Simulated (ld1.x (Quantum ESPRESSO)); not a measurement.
Pseudopotential generation for Si: ultrasoft, PBE, non-relativistic.

ld1.x (Quantum ESPRESSO) 7.5 input, shortened:

```
&input
   title='Si', zed=14., rel=0, dft='PBE', iswitch=3,
   config='[Ne] 3s1 3p3'
 /
 &inputp
   pseudotype=3, tm=.true., lloc=-1, rcloc=1.30,
   nlcc=.true., rcore=0.85,
   which_augfun='PSQ', rmatch_augfun=1.60
 /
4
3S  1  0   1.00   0.00  1.45  1.70  0.0
3S  1  0   0.00   0.20  1.45  1.70  0.0
3P  2  1   3.00   0.00  1.60  1.90  0.0
3P  2  1   0.00   0.10  1.60  1.90  0.0
 &test
   configts(1)='3s1 3p3'
 /
```

All-electron outer shells of the reference configuration (PBE, non-relativistic, ld1.x):

```csv
shell,level (eV),outermost node (bohr),outermost maximum (bohr)
2p,-97.22,–,0.39
3s,-11.51,0.72,1.77
3p,-4.67,0.72,2.11
```

Q: Estimate the cutoffs (Ry, on a coarse ladder) from which the occupation-weighted sum of valence levels, in a spherical-Bessel basis at the reference potential, stays within 10 and 1 mRy of its value at 400 Ry.

A: 10 Ry and 15 Ry.

Q: What does a ghost test show?

A: No extra level below or beside the all-electron valence levels (s, p, d, f tested).

Q: Is the overlap operator S = 1 + Σ q|β⟩⟨β| positive definite (Bessel basis up to 400 Ry)?

A: Yes: its lowest eigenvalue is 0.40 (s channel).

Q: Tests: 3s2 3p2; 3s2 3p1; 3s2 3p0; 3s1 3p2; 3s2 3p1.5; 3s2 3p2.3; 3s0 3p4. Which has the largest error in its energy relative to the reference configuration, and how large is it?

A: 3s2 3p0, with +5.0 meV (all-electron minus pseudo) on +17.00 eV.
